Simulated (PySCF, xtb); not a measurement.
In(Cl)2(SiH3) (Cl₂H₃InSi), SMILES [SiH3][In]([Cl])[Cl].

xtb 6.7.1 with GFN2-xTB at its own geometry gives an orbital gap of 3.10 eV and a dipole moment of 6.03 D.

The structure is a stationary point at B3LYP-D3(BJ)/def2-SVP. The structure was generated by enumeration; whether it is a known compound was not checked. The def2 effective core potentials stand for the cores of In; spin–orbit coupling is left out.

Problem. What does PBE/def2-TZVP (PySCF) give? (The exact figures need the calculation; the answer reports its results.)

Solution. gap 4.24 eV (levels -7.14 and -2.90 eV), dipole 3.99 D.
